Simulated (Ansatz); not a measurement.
`C[S][Mg][Cl]` + NH₃ → `[NH2][Mg][Cl]` + CH₃SH at 500 K and 1 bar (ligand exchange at a Mg–S bond).

Calculated with Ansatz (gas phase, PBE0-D4/def2-TZVP geometries, no zero-point term in ΔE). CCSD(T)/CBS adds triple-zeta CCSD(T) − MP2 to the extrapolated MP2 energy (def2 sets, frozen cores). This one scheme is used for every species. For Mg outer-core shells are correlated without core-valence functions, which leaves a few kJ/mol of doubt a bond. One conformer a species, not always the lowest.

```
        species  CCSD(T)/CBS energy (Eh)  H − E (kJ/mol)  S (J/(mol·K))
 `C[S][Mg][Cl]`              -1097.42002           144.2          398.6
            NH₃                -56.50880           108.2          211.8
`[NH2][Mg][Cl]`               -715.67895            97.6          328.9
          CH₃SH               -438.22835           145.1          283.7
```

H − E and S are ideal-gas, rigid-rotor, harmonic terms from PBE0-D4/def2-TZVP, for one conformer and one mirror image of each species. 1 Eh = 2625.50 kJ/mol, R = 8.31446 J/(mol·K).

Task: By hand: ΔE, ΔH, ΔS and ΔG.

Result: ΔE = (-715.67895) + (-438.22835) − (-1097.42002) − (-56.50880) = 0.02152 Eh = 56.5 kJ/mol. Δ(H − E) = 97.6 + 145.1 − 144.2 − 108.2 = -9.7, so ΔH = 46.8 kJ/mol. ΔS = 328.9 + 283.7 − 398.6 − 211.8 = 2.2 J/(mol·K). ΔG = 46.8 − 500 × (2.2)/1000 = 45.7 kJ/mol.

Task: By hand: the equilibrium constant, and the temperature at which ΔG would vanish if ΔH and ΔS stayed fixed.

Result: log₁₀ K = −ΔG/(RT ln 10) = -4.8. ΔG = 0 at ΔH/ΔS = 21273 K, far beyond where these terms or the molecules hold.

The number of gas molecules stays the same, so ΔS is small and ΔH decides. A doubt of 5 kJ/mol in ΔE shifts log₁₀ K by 0.5 here. Other conformers and mirror images would add mixing entropy, several J/(mol·K) or more a flexible species. These are equilibria of isolated gas molecules and say nothing of rates. Largest T1 diagnostic: 0.009 (customary marks: 0.02 for closed shells, 0.045 for open ones).
